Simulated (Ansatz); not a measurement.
A structure relaxed at PBE0-D4/def2-TZVP in Ansatz, charge 1, doublet:

```xyz
4

Li    1.237    1.769   -0.055
Li   -1.054   -1.383   -1.280
Si   -0.953    0.411    0.724
Si    0.770   -0.797    0.611
```

Give its formula and point group.

the cluster Li₂Si₂⁺ (the lowest doublet isomer of a short search). Point group C2v (tolerance 0.1 Å).

Summarise the bond lengths by kind (pairs closer than 1.2 times the sum of covalent radii, bridged metal pairs left out).

4 × Li–Si 2.69 Å; 1 × Si–Si 2.11 Å.

The structure comes from a short search, and lower isomers may exist.
